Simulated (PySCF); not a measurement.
Precursor series Ti F-H. Gas-phase values, no solvent.

The charge on the central atom (meta-Löwdin) from two functionals at the same geometries (BP86-D3(BJ)/def2-SVP), both in PySCF: PBE-D3(BJ)/def2-TZVP and TPSSh-D3(BJ)/def2-TZVP. 

```json
[
 {"species": "0 of 4 F replaced by H ([Ti(F)4])", "TPSSh-D3(BJ)/def2-TZVP (e)": "1.66"},
 {"species": "1 of 4 F replaced by H ([Ti(F)3(H)])", "TPSSh-D3(BJ)/def2-TZVP (e)": "1.47"},
 {"species": "2 of 4 F replaced by H ([Ti(F)2(H)2])", "TPSSh-D3(BJ)/def2-TZVP (e)": "1.31"},
 {"species": "3 of 4 F replaced by H", "TPSSh-D3(BJ)/def2-TZVP (e)": "1.17"},
 {"species": "4 of 4 F replaced by H ([Ti(H)4])", "TPSSh-D3(BJ)/def2-TZVP (e)": "1.04"}
]
```

Problem. What does PBE-D3(BJ)/def2-TZVP give for each?

Solution. 
- 0 of 4 F replaced by H ([Ti(F)4]): 1.54
- 1 of 4 F replaced by H ([Ti(F)3(H)]): 1.35
- 2 of 4 F replaced by H ([Ti(F)2(H)2]): 1.19
- 3 of 4 F replaced by H: 1.05
- 4 of 4 F replaced by H ([Ti(H)4]): 0.92
Over these rows, drawn at random from the members with no instability flagged (it was tested for open shells, ions and some series alone), PBE minus TPSSh-D3(BJ): mean -0.12 e, from -0.12 e to -0.11 e.
